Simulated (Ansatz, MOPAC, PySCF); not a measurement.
Noncovalent pair: H2S (SMILES S) (first 3 atoms) with CH3Cl (SMILES CCl); geometry from B3LYP-D3(BJ)/def2-TZVP, rigid monomers moved along the line of their centres of mass till H3···Cl5 is 2.44 Å.
(charge 0, multiplicity 1):
```xyz
8

S     -0.3163     0.1178    -0.4573
H     -0.2298     1.4346    -0.2098
H      0.5931    -0.1789     0.4881
C     -0.8797    -0.6399     3.0413
Cl     0.9105    -0.5720     2.8800
H     -1.3111    -0.4048     2.0726
H     -1.1516    -1.6433     3.3540
H     -1.1779     0.0895     3.7879
```

Monomers are frozen at their geometry in the pair; levels with a basis set take the counterpoise correction.

The state that AM1 reach isn't checked.

Programs: Ansatz (a quantum-chemistry and plane-wave program) with Gaussian orbitals; MOPAC for AM1 (differences of heats of formation); PySCF for the dispersion terms. Each number belongs to the level named beside it.

Task: One of these levels gives -87.1 meV for the interaction energy. Which one is it?
(A) AM1
(B) B3LYP/def2-TZVPPD
(C) B3LYP-D3(BJ)/def2-TZVPPD

Result: C, B3LYP-D3(BJ)/def2-TZVPPD. The others give -16.8 (AM1), 15.0 (B3LYP/def2-TZVPPD)
